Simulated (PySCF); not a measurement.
Species: C₅H₅GeNO.
Cartesian coordinates in Å at the PBE0-D3(BJ)/def2-SVP level; atoms count from 1:
```
atom  x, y, z in Å
N1     4.0668    1.2904    1.2071
C2     3.0816    0.8778    0.7544
C3     1.8917    0.3574    0.1893
C4     1.6708   -0.6875   -0.6720
C5     0.2657   -0.7215   -0.8793
C6    -0.2715    0.2975   -0.1305
Ge7   -2.0946    0.9031    0.1542
O8     0.7210    0.9502    0.5169
H9     2.4306   -1.3391   -1.0963
H10   -0.2877   -1.4164   -1.5072
H11   -2.9918   -0.0071   -0.6953
H12   -2.2251    2.3668   -0.2903
H13   -2.4464    0.7766    1.6434
```

Computed with PySCF at PBE0/def2-SVPD, non-relativistic, on one gas-phase PBE0-D3(BJ)/def2-SVP geometry that isn't relaxed in the solvent. The solvent is an IEF-PCM continuum (cavity from Bondi-type radii × 1.2). Specific hydrogen bonds and non-electrostatic terms are outside this model. Spin–orbit coupling is left out although an atom past zinc is present.

Gas phase at PBE0/def2-SVPD: HOMO -7.37 eV, LUMO -1.64 eV, dipole 4.83 D.

Problem. What does the continuum do to the energy, the frontier levels and the dipole at PBE0/def2-SVPD in benzene and dimethylsulfoxide?

Solution. 
| solvent | ε | E(solvent) − E(gas) (kcal/mol) | polarisation term (kcal/mol) | distortion of the solute (kcal/mol) | HOMO (eV) | LUMO (eV) | dipole (D) |
| --- | --- | --- | --- | --- | --- | --- | --- |
| benzene | 2.271 | -2.53 | -2.82 | 0.29 | -7.30 | -1.59 | 5.57 |
| dimethylsulfoxide | 46.83 | -5.56 | -7.03 | 1.47 | -7.25 | -1.58 | 6.49 |

The first energy column is the sum of the next two and covers electrostatics alone. From benzene to dimethylsulfoxide the lowering changes by a factor 2.20, Onsager's factor (ε − 1)/(2ε + 1) by 2.11 and ε itself by 20.6.

Problem. Which radius a makes the point-dipole formula ΔE = −[(ε − 1)/(2ε + 1)]·μ²/a³ give the value in dimethylsulfoxide, with the gas-phase dipole?

Solution. μ = 1.899 au and |ΔE| = 0.00886 Eh give a = 3.08 Å; the farthest nucleus lies 4.11 Å from the centroid of the nuclei, so such a sphere wouldn't even hold the nuclei. The formula assumes a rigid point dipole at the centre of a sphere.

Problem. Give the dipole vector in the frame of the coordinates (D, pointing from negative to positive charge), gas and dimethylsulfoxide.

Solution. Gas (-3.81, -2.08, -2.12), solvent (-5.02, -2.90, -2.93). Its length changes by +35 % and its direction by 1°.

Problem. How does the static polarisability (PBE0/def2-SVPD, frozen core, with the continuum's full static response) change?

Solution. 
| medium | isotropic (au) | principal values (au) | ⟨r²⟩ of the electrons (bohr²) |
| --- | --- | --- | --- |
| gas | 99.6 | 64.6, 92.2, 141.9 | 1754.0 |
| benzene | 114.5 | 73.4, 106.3, 163.8 | 1755.2 |
| dimethylsulfoxide | 136.5 | 89.8, 127.5, 192.1 | 1756.6 |

The isotropic value in dimethylsulfoxide is 1.37 times the gas-phase one; no cavity-field correction is applied. ⟨r²⟩ is taken about the centre of nuclear charge.

Cost: about 60 s of CPU time on one thread; the machine was shared, so the figure is rough. This is the whole response run at PBE0/def2-SVPD in dimethylsulfoxide, SCF included.
